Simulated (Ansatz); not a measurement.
C3H8Cl3GeN⁺, that is Ge(NMeEt)Cl3 with one electron fewer. The state is a doublet with charge 1. Geometry PBE-D4/def2-SVP, that of the neutral singlet.

```xyz
16

Ge    0.897   -1.496    0.873
N    -0.429   -0.526    0.088
C    -0.778   -0.814   -1.297
C    -0.656    0.846    0.551
C     0.222    1.922   -0.098
H    -1.845   -0.548   -1.468
H    -0.164   -0.263   -2.046
H    -0.670   -1.899   -1.496
H    -1.732    1.076    0.376
H    -0.518    0.860    1.653
H    -0.022    2.921    0.318
H     1.297    1.726    0.086
H     0.069    1.975   -1.195
Cl    2.929   -0.960    0.287
Cl    0.633   -3.576    0.355
Cl    0.767   -1.244    3.014
```

Question: Estimate the α-spin orbital energies around the gap (eV) in Ansatz with PBE-D4/def2-TZVP, PBE0-D4/def2-TZVP.

Answer: 
```tsv
orbital	PBE-D4/def2-TZVP	PBE0-D4/def2-TZVP
HOMO−5	-12.61	-14.08
HOMO−4	-12.57	-13.99
HOMO−3	-12.52	-13.94
HOMO−2	-12.15	-13.53
HOMO−1	-12.12	-13.53
HOMO	-11.93	-13.32
LUMO	-7.29	-6.32
LUMO+1	-5.16	-4.24
LUMO+2	-4.97	-4.08
LUMO+3	-4.41	-3.52
LUMO+4	-3.98	-3.18
LUMO+5	-3.23	-2.36
β HOMO	-11.90	-13.30
β LUMO	-11.36	-10.42
```
